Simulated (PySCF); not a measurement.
C$_{5}$H$_{5}$ (SMILES [C]1=CCC=C1), doublet, geometry from GFN2-xTB; PBE/def2-SV(P) run with PySCF.

The PySCF input:
```python
from pyscf import gto, scf, dft

mol = gto.Mole()
mol.atom = '''
    C     0.63271514    1.00377510   -0.40823242
    C    -0.64793927    1.06040529   -0.07785499
    C    -1.05254388   -0.32906073    0.36072405
    C     0.21826404   -1.11001148    0.20499239
    C     1.19566152   -0.31001763   -0.24738771
    H    -1.32339526    1.89236723   -0.09407463
    H    -1.40643665   -0.32920901    1.39341395
    H    -1.85258904   -0.72383046   -0.26838099
    H     0.29005654   -2.15803073    0.43458780
    H     2.21541917   -0.57184028   -0.45899413
'''
mol.basis = 'def2-sv(p)'
mol.spin = 1
mol.verbose = 4
mol.build()

mf = dft.UKS(mol)
mf.xc = 'pbe'
mf.conv_tol = 1e-4
mf.kernel()
```

Task: Write the output that PySCF gives for this input, abridged.

Result: 
```
PySCF version 2.14.0

[INPUT] verbose = 4
[INPUT] num. atoms = 10
[INPUT] num. electrons = 35
[INPUT] charge = 0
[INPUT] spin (= nelec alpha-beta = 2S) = 1
[INPUT] symmetry False subgroup None
[INPUT] Mole.unit = angstrom
[INPUT] Symbol           X                Y                Z      unit          X                Y                Z       unit  Magmom
[INPUT]  1 C      0.632715140000   1.003775100000  -0.408232420000 AA    1.195658329466   1.896860029658  -0.771447468968 Bohr   0.0
[INPUT]  2 C     -0.647939270000   1.060405290000  -0.077854990000 AA   -1.224427765651   2.003875579140  -0.147124608531 Bohr   0.0
[INPUT]  3 C     -1.052543880000  -0.329060730000   0.360724050000 AA   -1.989019667287  -0.621834658049   0.681669661044 Bohr   0.0
[INPUT]  4 C      0.218264040000  -1.110011480000   0.204992390000 AA    0.412459258441  -2.097617692323   0.387379474720 Bohr   0.0
[INPUT]  5 C      1.195661520000  -0.310017630000  -0.247387710000 AA    2.259472810481  -0.585848414487  -0.467495018483 Bohr   0.0
[INPUT]  6 H     -1.323395260000   1.892367230000  -0.094074630000 AA   -2.500854595948   3.576055791802  -0.177775285970 Bohr   0.0
[INPUT]  7 H     -1.406436650000  -0.329209010000   1.393413950000 AA   -2.657780080051  -0.622114866639   2.633170743648 Bohr   0.0
[INPUT]  8 H     -1.852589040000  -0.723830460000  -0.268380990000 AA   -3.500885906971  -1.367841330018  -0.507166568140 Bohr   0.0
[INPUT]  9 H      0.290056540000  -2.158030730000   0.434587800000 AA    0.548127421239  -4.078087048095   0.821251919077 Bohr   0.0
[INPUT] 10 H      2.215419170000  -0.571840280000  -0.458994130000 AA    4.186535482411  -1.080621516195  -0.867373198483 Bohr   0.0

nuclear repulsion = 149.336249369428
number of shells = 40
number of NR pGTOs = 140
number of NR cGTOs = 80
basis = def2-sv(p)
ecp = {}

******** <class 'pyscf.dft.uks.UKS'> ********
method = UKS
initial guess = minao
damping factor = 0
level_shift factor = 0
DIIS = <class 'pyscf.scf.diis.CDIIS'>
diis_start_cycle = 1
diis_space = 8
diis_damp = 0
SCF conv_tol = 0.0001
SCF conv_tol_grad = None
SCF max_cycles = 50
direct_scf = True
direct_scf_tol = 1e-13
number electrons alpha = 18  beta = 17
XC library pyscf.dft.libxc version 7.1.2
    S. Lehtola, C. Steigemann, M. J. T. Oliveira, and M. A. L. Marques,  SoftwareX 7, 1–5 (2018)
XC functionals = pbe
    J. P. Perdew, K. Burke, and M. Ernzerhof,  Phys. Rev. Lett. 77, 3865 (1996)
    J. P. Perdew, K. Burke, and M. Ernzerhof,  Phys. Rev. Lett. 78, 1396 (1997)
    J. P. Perdew, K. Burke, and M. Ernzerhof,  Phys. Rev. Lett. 77, 3865 (1996)
    J. P. Perdew, K. Burke, and M. Ernzerhof,  Phys. Rev. Lett. 78, 1396 (1997)
radial grids:
    Treutler-Ahlrichs [JCP 102, 346 (1995); DOI:10.1063/1.469408] (M4) radial grids

becke partition: Becke, JCP 88, 2547 (1988); DOI:10.1063/1.454033
pruning grids: <function nwchem_prune>
grids dens level: 3
symmetrized grids: False
atomic radii adjust function: <function treutler_atomic_radii_adjust>
small_rho_cutoff = 0
Set gradient conv threshold to 0.01
tot grids = 119632
init E= -193.558896718223

cycle= 1 E= -192.942701768166  delta_E= 0.616  |g|= 0.308  |ddm|= 2.58
cycle= 2 E= -192.890459243619  delta_E= 0.0522  |g|= 0.442  |ddm|= 0.908
cycle= 3 E= -192.995319319295  delta_E= -0.105  |g|= 0.0742  |ddm|= 0.555
cycle= 4 E= -192.997398351827  delta_E= -0.00208  |g|= 0.0425  |ddm|= 0.127
cycle= 5 E= -192.998439456865  delta_E= -0.00104  |g|= 0.00855  |ddm|= 0.0567
cycle= 6 E= -192.99847965816  delta_E= -4.02e-05  |g|= 0.00459  |ddm|= 0.016
Extra cycle  E= -192.998456621772  delta_E= 2.3e-05  |g|= 0.00812  |ddm|= 0.0178
converged SCF energy = -192.998456621772  <S^2> = 0.75709482  2S+1 = 2.0070823
```
